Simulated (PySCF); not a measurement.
AgCl, SMILES [Cl][Ag], multiplicity 1. Atoms are numbered in the order given.

```xyz
2

Ag     0.0000     0.0000    -0.6139
Cl     0.0000     0.0000     1.6972
```

Coordinates come from a B3LYP-D3(BJ)/def2-TZVPD optimisation. The spin state was assumed, not searched. The def2 effective core potentials stand for the cores of Ag; spin–orbit coupling is left out.

The numbers are results of PySCF with PBE/def2-TZVPD, not measurements.

Isolated molecule, no solvent.

Question: Estimate the frontier levels, gap, dipole moment and polarisability. (The exact figures need the calculation; the answer reports its results.)

Answer: 
```
Property                                                                                                        Value
---------------------------------------------------------------------------------------------  ----------------------
highest occupied level                                                                                       -6.39 eV
lowest empty level                                                                                           -4.17 eV
orbital gap                                                                                                   2.22 eV
dipole moment                                                                                                  5.16 D
quadrupole, principal values (traceless, Buckingham form, about the centre of nuclear charge)   -0.37, 0.19, 0.19 D·Å
mean static polarisability                                                                       45.0 bohr³ (6.67 Å³)
polarisability, principal values                                                               36.6, 36.6, 61.7 bohr³
```
